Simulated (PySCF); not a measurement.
**Structure elucidation problem**

The spectra below were simulated for a compound C6H5ClO.

¹H NMR (400 MHz, computed): δ 7.41 (m, 1H), 7.07 (d, 1H), 6.95 (d, 1H), 6.70 (s, 1H), 4.19 (br s, 1H).

¹³C{¹H} NMR (computed): δ 165.6 (C), 148.3 (C), 137.8 (CH), 126.4 (CH), 119.3 (CH), 118.4 (CH).

- structure optimised with PBE0-D3(BJ)/def2-TZVP
- σ from GIAO-B97-2/pcSseg-2
- code: PySCF 2.14
- non-relativistic, one conformer, isolated molecule

Shifts are taken against calculated references (same method and geometry level): ¹H, ¹³C against TMS.

Question: Propose a structure and justify it.

Answer: 
Rings plus π bonds: 4 (1 ring in the answer). 6 carbon signals for 6 carbons: no two carbons are equivalent. Carbon types of the structure: 2 × C, 4 × CH, leaving 1 H on heteroatoms. δC 165.6: aromatic carbon bearing oxygen; the electronegative substituent deshields the carbon that carries it. δC 148.3: aromatic carbon bearing chlorine. δC 137.8, 126.4, 119.3, 118.4: aromatic CH. δH 7.41, 7.07, 6.95, 6.70: hydrogen on an aromatic CH. δH 4.19: hydrogen on a phenol-type oxygen; labile proton, position sensitive to the medium.

Structure: 3-chlorophenol (c1c(O)cccc1Cl).

The shifts were computed for this structure.

The OH or NH signal is concentration- and solvent-dependent in practice; the value given is the gas-phase one. Carbons that carry Cl, above all several Cl atoms, come out too deshielded, partly because spin–orbit coupling is missing. Shifts are as computed. Against solution values, carbons near 30 ppm lie about +3 ppm off and those near 130 ppm about +7 ppm; carbons on Cl a further +5 ppm. Of 1211 compounds with measured shifts, 218 miss one by over three times the rms of a fit or turn the order of signals round; such compounds aren't used in these exercises. No couplings were computed; multiplicities are counted from neighbouring protons, with m where these are inequivalent, close in shift, in a saturated or five-membered ring or joined by F or P, and br s for small geminal =CH2 splittings.
